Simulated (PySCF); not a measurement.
Several species in one continuum solvent.

Computed with PySCF at CAM-B3LYP/def2-SVPD, non-relativistic, each on one gas-phase PBE0-D3(BJ)/def2-SVP geometry that isn't relaxed in the solvent. The solvent is an IEF-PCM continuum (Bondi radii, 1.10 Å for H, scaled by 1.2). Specific hydrogen bonds and non-electrostatic terms are outside this model.

**Question.** Order them by E(solvent) − E(gas) in dichloromethane (ε = 8.93), most negative first (kcal/mol).
A. `[CH2:1]=[C:2]1[C:3](=[CH2:4])[C@H:5]([F:6])[C@@H:7]1[O:8][CH3:9]` with C5–C7–O8–C9 79°
B. `[O:1]=[CH:2][C@@:3]12[CH2:4][CH2:5][C@@H:6]1[CH2:7][C@@H:8]2[F:9]` with O1–C2–C3–C4 158°
C. `[CH:1]#[C:2][C@@H:3]1[CH2:4][CH2:5][C@:6]1([F:7])[O:8][CH3:9]` with C5–C6–O8–C9 -174°, C2–C3–C4–C5 -101°, C3–C4–C5–C6 -16°, C4–C5–C6–F7 -93°, C2–C3–C6–C5 100°
D. `[CH3:1][C@H:2]1[CH2:3][CH:4]=[C:5]([F:6])[C:7](=[O:8])[CH2:9]1` with C1–C2–C3–C4 174°, C2–C3–C4–C5 -21°, C4–C5–C7–O8 179°, C5–C7–C9–C2 33°
E. `C1[C@@H]2C[C@H]([C@H](C1=O)C2)F`
F. `O=C(C(F)(F)F)C(F)(F)F`

**Answer.** D (-6.8), E (-6.3), B (-5.5), A (-5.1), C (-4.5), F (-2.2).

| SMILES | charge | ΔE (kcal/mol) | polarisation term (kcal/mol) | HOMO shift (eV) | dipole gas (D) | dipole solvent (D) | atoms | lowest singlet, gas (eV) | lowest singlet, solvent (eV) |
| --- | --- | --- | --- | --- | --- | --- | --- | --- | --- |
| C[C@H]1CC=C(F)C(=O)C1 | 0 | -6.8 | -8.4 | +0.05 | 5.02 | 6.55 | 18 | 3.94 | 4.15 |
| O=C1C[C@@H]2C[C@@H](F)[C@H]1C2 | 0 | -6.3 | -7.3 | -0.03 | 3.08 | 3.90 | 18 | 4.25 | 4.36 |
| O=C[C@@]12CC[C@@H]1C[C@@H]2F | 0 | -5.5 | -6.5 | +0.06 | 3.40 | 4.32 | 18 | 4.18 | 4.27 |
| C=C1C(=C)[C@H](F)[C@@H]1OC | 0 | -5.1 | -5.9 | +0.04 | 1.94 | 2.61 | 18 | 5.20 | 5.03 |
| C#C[C@@H]1CC[C@]1(F)OC | 0 | -4.5 | -5.0 | -0.04 | 1.06 | 1.28 | 18 | 6.37 | 6.42 |
| O=C(C(F)(F)F)C(F)(F)F | 0 | -2.2 | -2.4 | +0.14 | 0.55 | 0.68 | 10 | 4.12 | 4.18 |

Over the 6 neutral species the correlation coefficient of ΔE with the squared gas-phase dipole is -0.77. The polarisation term is half the interaction of the solute with the induced surface charges. Singlets are vertical TDDFT energies (frozen core, non-equilibrium response), the lowest in each medium.
